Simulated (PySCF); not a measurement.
BH₅N, SMILES B[NH3+], charge +1. The structure is a stationary point at PBE-D3(BJ)/def2-TZVP. The isomer is the one that the SMILES or the coordinates give; other isomers of the formula were not compared.

Computed equilibrium geometry at PBE-D3(BJ)/def2-TZVP (PySCF confirms it by a frequency run) as a Z-matrix, and its point group:
point group Cs.
```
N
H 1 1.0326
H 1 1.0326 2 108.93
H 1 1.0388 2 105.77 3 -113.30
B 1 1.5536 2 113.72 4 -118.73
H 5 1.1874 1 115.52 2 28.16
H 5 1.1874 6 128.92 1 -177.92
```
Charge +1, spin multiplicity 1.
